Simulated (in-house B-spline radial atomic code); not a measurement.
# Br V (Br4+): [Ar] (3d3/2)3 (3d5/2)6 4s2 4p2 (with a hole in an inner shell)

Computed with an all-electron radial atomic-structure program (B-spline basis): Dirac-Hartree-Fock, average of the jj configuration, Fermi nucleus of rms radius 4.1629 fm.

Effective charges: Z_r = [3n² - l(l+1)]/(2<r>) from the radius, Z_e = n√(-2ε) from the energy, and Slater's rules. Values are occupation-weighted means over j. An effective charge above Z reflects the relativistic contraction of the inner shells.

```json
{"shell": "1s", "electrons": "2", "ε (eV)": "-13638", "<r> (bohr)": "0.04273", "Z_r": "35.10", "Z_e": "31.66", "Slater": "34.70"}
{"shell": "2s", "electrons": "2", "ε (eV)": "-1900.3", "<r> (bohr)": "0.1886", "Z_r": "31.81", "Z_e": "23.64", "Slater": "30.85"}
{"shell": "2p", "electrons": "6", "ε (eV)": "-1679.6", "<r> (bohr)": "0.1653", "Z_r": "30.25", "Z_e": "22.22", "Slater": "30.85"}
{"shell": "3s", "electrons": "2", "ε (eV)": "-345.8", "<r> (bohr)": "0.5428", "Z_r": "24.87", "Z_e": "15.12", "Slater": "23.75"}
{"shell": "3p", "electrons": "6", "ε (eV)": "-272.81", "<r> (bohr)": "0.5547", "Z_r": "22.54", "Z_e": "13.43", "Slater": "23.75"}
{"shell": "3d", "electrons": "9", "ε (eV)": "-154.47", "<r> (bohr)": "0.5651", "Z_r": "18.58", "Z_e": "10.11", "Slater": "14.20"}
{"shell": "4s", "electrons": "2", "ε (eV)": "-77.554", "<r> (bohr)": "1.479", "Z_r": "16.22", "Z_e": "9.55", "Slater": "9.50"}
{"shell": "4p", "electrons": "2", "ε (eV)": "-61.803", "<r> (bohr)": "1.643", "Z_r": "14.00", "Z_e": "8.53", "Slater": "9.50"}
```

The least bound orbital is 4p3/2 at -61.56 eV, and it is also the most diffuse (<r> = 1.649 bohr). The part-filled 3d shell lies below the filled 4s shell in orbital energy.

For the 1s electron the small component carries 1.61 % of the norm, the zero-frequency Breit interaction raises the level by 21.58 eV, self-energy by 11.38 eV, and vacuum polarisation lowers it by 1.161 eV.
